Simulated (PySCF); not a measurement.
Correlation energy of Er⁵⁹⁺ (erbium, charge +59)

[He] 2s2 2p5, 2P determinant. Calculation: PySCF 2.14, in an uncontracted even-tempered set (15 s from 35 bohr⁻², ratio 2.5; 9 p from 46 bohr⁻², ratio 2.5; 5 d from 180 bohr⁻², ratio 2.7; 4 f from 280 bohr⁻², ratio 2.7); no relativity, point nucleus. Frozen: nothing; 9 electrons correlated; the 10 highest virtual orbitals of each spin left out.

MP2 pair energies summed by pair of shells (mhartree):

| pair | energy | share (%) |
| --- | --- | --- |
| 2p-2p | -143.95 | 45.2 |
| 2s-2p | -79.58 | 25.0 |
| 1s-2p | -38.40 | 12.0 |
| 1s-1s | -35.62 | 11.2 |
| 2s-2s | -12.18 | 3.8 |
| 1s-2s | -9.01 | 2.8 |

Total MP2 correlation energy: -318.75 mhartree.

At this charge a non-relativistic calculation is a model, useful for the Z dependence of the correlation energy.
